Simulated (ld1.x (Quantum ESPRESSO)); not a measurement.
Values are calculated unless marked as measured or tabulated.
## Pseudopotentials across the periodic table

Generated with ld1.x 7.5 (TM, RRKJ, ultrasoft, PAW), atompaw 4.2 or ONCVPSP 4.0.1. The cutoff is in Ry: for ld1.x and atompaw files where the sum of valence levels is converged to 10 mRy in a Bessel basis, for ONCV files where the hardest occupied wave has 1 mHa per electron of residual kinetic energy. The error is the largest all-electron minus pseudo excitation energy over each file’s own four to seven test configurations (ionisations up to +4, promotions, holes and added fractions of an electron), all of which were solved. The labels leave out finer settings (local radius, basis sizes, second energies), which also bear on the numbers. Spin-polarised tests are not counted. The rows are a selection from randomly drawn settings: files with unsolved tests, undetermined cutoffs or missed reference levels are left out.

```tsv
element	potential	cutoff (Ry)	largest error (meV)	bound ghosts
Mg	ultrasoft, PBE, scalar-relativistic, rc 2.90/4.05 (sp), local smoothed, core correction yes, reference 3s2 3p0	6	+46	none
Al	ultrasoft, PBE, scalar-relativistic, rc 2.20/2.85/2.30 (spd), local smoothed, core correction yes, reference 3s2 3p0	6	+13	none
Cu	RRKJ, PBEsol, scalar-relativistic, rc 2.15/3.40/1.35 (spd), local s, core correction yes, reference 3d10 4s0.5 4p0	100	-3454	none
Cd	TM, PBE, scalar-relativistic, rc 2.20/3.20 (sp), local s, core correction yes, reference 5s2 5p0	8	-248	none
Os	RRKJ, PBE, scalar-relativistic, rc 1.00/1.75/1.80 (spd), local s, core correction yes, reference 5s2 5p6 5d6 6s0 6p0	120	+313	none
Hg	ultrasoft, LDA (PZ), scalar-relativistic, rc 2.30/2.90/3.30 (spd), local smoothed, core correction yes, reference 6s1 6p0	6	-209	none
Hg	TM, BP86, scalar-relativistic, rc 1.80/2.25/1.60 (spd), local s, core correction yes, reference 5d10 6s1.5 6p0.5	50	-513	none
```

Problem. Fill in the row for Ne: TM, PBE, scalar-relativistic, rc 0.75/0.95 (sp), local s, core correction yes, reference 2s2 2p5.

Solution. cutoff 200 Ry, largest error +478 meV, bound ghosts: none.
